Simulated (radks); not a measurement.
Effect of the nuclear size on the indium ion In3+, [Kr] 4d10. All-electron calculation, Dirac Kohn-Sham, BLYP, spin-unpolarised, spherical densities, finite nucleus; Fermi nuclear charge, rms radius 4.6156 fm. Program: a radial shooting solver on a logarithmic mesh with Libxc functionals. The rms radius is varied about that value; shifts are against it.

rms radius (fm),total energy shift (eV),density at nucleus (e/bohr^3),1s1/2 shift (meV),2s1/2 shift (meV),4s1/2 shift (meV),4p1/2 shift (meV),4d5/2 shift (meV),5s1/2 (empty) shift (meV)
3.8125,-1.16,1.798e+05,-488,-55.5,-2.11,0.071,0.045,-0.284
4.3848,-0.353,1.761e+05,-148,-16.9,-0.640,0.022,0.014,-0.087
4.6156,0,1.748e+05,0.000,0.000,0.000,0.000,0.000,0.000
4.9479,0.535,1.73e+05,225,25.6,0.971,-0.033,-0.021,0.131
5.5849,1.65,1.699e+05,693,78.8,2.99,-0.101,-0.064,0.404

Slopes of the eigenvalues against <r^2> in GHz/fm^2, as finite differences over the two radii next to the reference (eigenvalue slopes, not the field-shift constants of lines): 1s1/2 17200, 2s1/2 1950, 4s1/2 74.2, 4p1/2 -2.50, 4d5/2 -1.58, 5s1/2 (empty) 10.0.
